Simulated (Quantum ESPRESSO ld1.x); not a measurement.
Species: In XXXIV. Configuration: [Ne] 3s2 3p4. Calculated with ld1.x of Quantum ESPRESSO 7.5: Dirac Kohn-Sham, PBE, spin-unpolarised, spherical densities, point nucleus; open shells fill j = l - 1/2 first.

Spin-orbit splittings of the eigenvalues, e(l+1/2) - e(l-1/2), with zeta = 2 splitting/(2l+1) and mean radii in bohr:

| shell | occ. | splitting (eV) | zeta (eV) | <r> j=l-1/2 | <r> j=l+1/2 |
|---|---|---|---|---|---|
| 2p | 6 | 215.5 | 143.7 | 0.1071 | 0.1122 |
| 3p | 4 | 51.58 | 34.39 | 0.2985 | 0.3064 |
| 3d | 0 | 12.03 | 4.811 | 0.2681 | 0.2705 |
| 4p | 0 | ? | ? | 0.5854 | 0.5960 |

Estimate the 4p splitting.

Answer. 19.27 eV (zeta = 12.85 eV).
